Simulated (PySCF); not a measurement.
# Electronic structure of S⁺ (sulfur, charge +1) at the UHF level

Configuration: [Ne] 3s2 3p3, high-spin 4S determinant. Computed with PySCF 2.14 in cc-pV(T+d)Z, with no relativity, point nucleus.

| Item | Value |
| --- | --- |
| Total energy | -397.170009 hartree |
| One-electron energy | -542.9255 hartree |
| Hartree (Coulomb) energy | 170.5457 hartree |
| Exchange energy | -24.7902 hartree |
| Kinetic energy | 397.14933 hartree |
| ⟨S²⟩ | 3.7508 |
| ⟨L²⟩ | 0.000 |
| Sum of ⟨r⟩ | 12.76 bohr |
| Sum of ⟨r²⟩ | 20.83 bohr² |
| Density at the nucleus (Gaussians lack the cusp) | 2630 bohr⁻³ |
| Spin density at the nucleus | 0.253 bohr⁻³ |
| Langevin diamagnetic susceptibility | -16.5 ×10⁻⁶ cm³/mol |
| Time after the integrals | 0.11 s of wall time on 1 thread of Intel(R) Xeon(R) Platinum 8375C CPU @ 2.90GHz (shared host) |

| shell | electrons | mean orbital energy (hartree) | rms radius, mean of both spins (bohr) |
| --- | --- | --- | --- |
| 1s α | 1 | -92.44976 | 0.113 |
| 1s β | 1 | -92.41951 | 0.113 |
| 2s α | 1 | -9.44352 | 0.518 |
| 2s β | 1 | -9.41172 | 0.518 |
| 2p α | 3 | -7.13221 | 0.492 |
| 2p β | 3 | -7.07517 | 0.492 |
| 3s α | 1 | -1.41258 | 1.79 |
| 3s β | 1 | -1.06816 | 1.79 |
| 3p α | 3 | -0.86239 | 2.04 |
